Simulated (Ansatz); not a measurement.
CrCl₂. The state is a quintet with charge 0. Geometry relaxed at PBE-D4/def2-TZVP.

Cartesian coordinates in Å:
```
Cr 0.000 0.000 0.000
Cl 1.952 0.514 -0.806
Cl -1.952 -0.514 0.806
```

Problem. Estimate the harmonic wavenumbers at UKS PBE-D4/def2-TZVP (Ansatz, unscaled). Is this a minimum?

Solution. 59i, 75, 330, 481 cm⁻¹. No: 1 imaginary mode, a saddle point. Zero-point energy 5.3 kJ/mol. It took 72 s on 2 threads of Intel Xeon 6975P-C on a shared host.
